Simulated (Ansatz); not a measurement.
Program: Ansatz. Geometries: PBE0-D4/def2-TZVP. ΔE: electronic, gas phase. CBS: MP2 limit from def2 TZ/QZ plus the TZ coupled-cluster correction, frozen cores. Functionals use def2-TZVPP. B3LYP here is the variant with VWN-RPA as its local correlation; programs differ in this. Elements past krypton have def2 core potentials. For In outer-core shells are correlated without core-valence functions, which leaves a few kJ/mol of doubt a bond. One conformer a species, not always the lowest.

`OC1=C(CCl)C1` + `[CH3][InH2]` → `[CH3][InH][CH2]Cl` + `OC1=CC1`  (formal exchange of groups at a C–C bond)

| level | ΔE (kcal/mol) |
| --- | --- |
| PBE-D4 | 1.0 |
| B3LYP-D4 | 0.9 |

**Question.** What does CCSD(T)/CBS give? (Best estimate.)

**Answer.** Computed: -2.6 kcal/mol. The listed levels differ from it by 3.6, 3.5 kcal/mol.

Largest T1 diagnostic among the species: 0.013.

In def2-TZVPP, CCSD(T) changes the Hartree–Fock value by −2.7 kcal/mol (the triples alone add −0.3 kcal/mol) and MP2 by −3.0 kcal/mol.
